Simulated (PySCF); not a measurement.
C4H12Si2.

```xyz
18

C      0.2754     1.8031     0.0000
C     -0.2911     1.1794     1.2895
Si     0.1622    -0.6400     1.5252
C     -0.3920    -1.5907     0.0000
Si     0.1622    -0.6400    -1.5252
C     -0.2911     1.1794    -1.2895
H      1.3766     1.7067     0.0000
H      0.0705     2.8876     0.0000
H      0.0627     1.7432     2.1699
H     -1.3930     1.2702     1.2945
H      1.6480    -0.7568     1.6656
H     -0.4658    -1.1721     2.7740
H     -0.0040    -2.6223     0.0000
H     -1.4948    -1.6485     0.0000
H     -0.4658    -1.1721    -2.7740
H      1.6480    -0.7568    -1.6656
H     -1.3930     1.2702    -1.2945
H      0.0627     1.7432    -2.1699
```

Geometry optimised at ωB97X-D3(BJ)/def2-SVP. The values are those of a single conformer.

Computed with PBE0/pcSseg-1 in PySCF. Non-relativistic, no solvent.

**Question.** Give the absolute GIAO shielding of each atom: isotropic value and principal components (ppm). (The exact figures need the calculation; the answer reports its results.)

**Answer.** 
```csv
atom,σ(iso),σ11,σ22,σ33,span
C1,159.5,153.0,161.7,163.8,10.8
C2,171.5,155.3,175.2,184.0,28.7
Si3,389.9,366.3,377.4,426.1,59.7
C4,195.5,183.3,193.7,209.3,26.0
Si5,389.9,366.3,377.4,426.1,59.7
C6,171.5,155.3,175.2,184.0,28.7
H7,29.8,26.5,28.0,34.8,8.3
H8,29.1,22.9,27.8,36.5,13.5
H9,30.5,25.5,27.9,38.1,12.6
H10,30.8,27.4,28.6,36.3,8.9
H11,27.1,24.2,25.0,32.1,7.9
H12,26.9,23.2,24.6,32.9,9.7
H13,31.4,26.4,27.3,40.4,14.0
H14,31.4,27.8,28.0,38.5,10.7
H15,26.9,23.2,24.6,32.9,9.7
H16,27.1,24.2,25.0,32.1,7.9
H17,30.8,27.4,28.6,36.3,8.9
H18,30.5,25.5,27.9,38.1,12.6
```
